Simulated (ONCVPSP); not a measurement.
gold, ONCV: configuration errors across variants

- Element: Au
- Generator: ONCVPSP 4.0.1
- Type: optimised norm-conserving Vanderbilt (ONCV)
- Functional: PBE
- Relativity: scalar-relativistic
- Frozen core: [Kr] 4d10 4f14
- Valence charge: 19
- Reference configuration: 5s2 5p6 5d9 (charge +2)
- Partial waves: 5s: rc 1.60 bohr, ncon 4, nbas 8, qcut 6 1/bohr, 2 projectors, debl 3.2 Ha; 5p: rc 1.15 bohr, ncon 4, nbas 8, qcut 6.2 1/bohr, 2 projectors, debl 3.5 Ha; 5d: rc 1.15 bohr, ncon 3, nbas 7, qcut 9.2 1/bohr, local
- Local potential: the d channel
- Core correction: none

In the s channel the program set the typed energies aside and used -4.778, 0.050 Ha.

All-electron excitation energies from the reference (eV): (1) 5s2 5p6 5d10 6s1 -30.617; (2) 5s2 5p6 5d10 -21.208; (3) 5s2 5p6 5d8 33.877; (4) 5s2 5p6 5d7 81.589.

Errors AE − PS in meV (a dash: test not solved or not reliable):

| change | (1) | (2) | (3) | (4) | bound ghosts | GHOST(+) flags above zero |
| --- | --- | --- | --- | --- | --- | --- |
| base | -9.5 | +3.2 | -6.0 | -17 | none | s |
| all radii scaled by about 0.86 (s 1.38, p 0.98, d 0.98 bohr) | +21 | +4.2 | -6.5 | -17 | none | none |
| s: ncon 5, nbas 9 | +61 | +3.2 | -6.0 | -17 | none | s |
| s: rc 2.1 | +10.0 | +3.2 | -5.9 | -17 | none | none |
| p: nproj 3 | -9.5 | +3.2 | -6.0 | -17 | none | s, p |
| s: qcut 4.5 | -5.4 | +3.2 | -6.0 | -17 | none | s |

Give the same row for: s: qcut 5.3; p: qcut 5.5; d: qcut 8.1.

+0.1, +3.0, -5.6, -16; bound ghosts: none; GHOST(+) flags above zero: none.
